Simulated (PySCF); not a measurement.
**Spinor energies of O³⁺ (oxygen, charge +3)**

Start: [He] 2s1 2p2; 2s1/2 filled at m_j = +1/2; 2p3/2 filled at m_j = +1/2, +3/2. Calculated with PySCF 2.14 in x2c-TZVPall-2c (5s3p2d1f, 31 functions): generalised Hartree-Fock with the X2C-1e Hamiltonian and a Gaussian nucleus; one run each with spin-orbit coupling (SO) switched off, then screened by Boettger's factors. This is a chosen level, not necessarily the ground level.

| spinor shell | electrons | ε, spin-free (eV) | ε, screened SO (eV) | weight of nominal j (screened SO) | rms radius, screened SO (bohr) |
| --- | --- | --- | --- | --- | --- |
| 1s1/2 | 2 | -632.22 | -632.22 | 1.000 | 0.230 |
| 2s1/2 | 1 | -95.423 | -95.426 | 1.000 | 1.05 |
| 2p3/2 | 2 | -78.950 | -78.942 | 0.832 | 1.01 |

```tsv
quantity	spin-free	screened SO
E (hartree)	-70.90036	-70.89969
M_J	5/2	5/2
⟨J²⟩	8.751	8.751
⟨L²⟩	2.001	2.001
⟨S²⟩	3.750	3.750
```

Each row is a mean over spinors that exchange with the open shell spreads, by up to 6.152 eV (1s1/2).

Rows whose weight is well below 1 are mixtures of j = l ± 1/2: exchange outweighs spin-orbit coupling there, and the label is only the starting occupation.

Without spin-orbit coupling the j labels of p, d and f shells carry no meaning; the spin-free column gives the mean over the occupied spinors of each nl shell.
